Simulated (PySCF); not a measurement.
**Sb (antimony, neutral) across methods**

[Kr] 4d10 5s2 5p2 6s1, high-spin 4P determinant (an excited configuration). Calculation: PySCF 2.14, in dyall-av2z (22s16p12d, 130 functions); no relativity, point nucleus.

```csv
method,E (hartree),mean ε 5s β (eV),mean ε 5p α (eV),mean ε 6s α (eV),Σ⟨r²⟩ (bohr²),⟨S²⟩
B3LYP,-6315.81,-14.877,-8.628,-1.814,87.00,3.752
PBE,-6315.22,-13.886,-7.881,-1.626,86.92,3.752
TPSSh,-6315.48,-14.125,-8.426,-1.723,87.32,3.753
r2SCAN,-6315.77,-13.990,-8.290,-1.604,87.28,3.755
r2SCAN0,-6315.81,-14.902,-9.271,-1.953,87.29,3.755
LDA,-6310.19,-14.313,-7.965,-1.687,86.49,3.751
UHF,-6313.25830,-16.324,-11.613,-2.694,88.68,3.761
PBE0,-6315.40,-14.796,-8.983,-1.984,87.17,3.753
```

A non-relativistic calculation at this Z misses sizeable relativistic shifts. The outer electron is Rydberg-like, and this basis confines it to a smaller radius and binds it less than a complete one would.
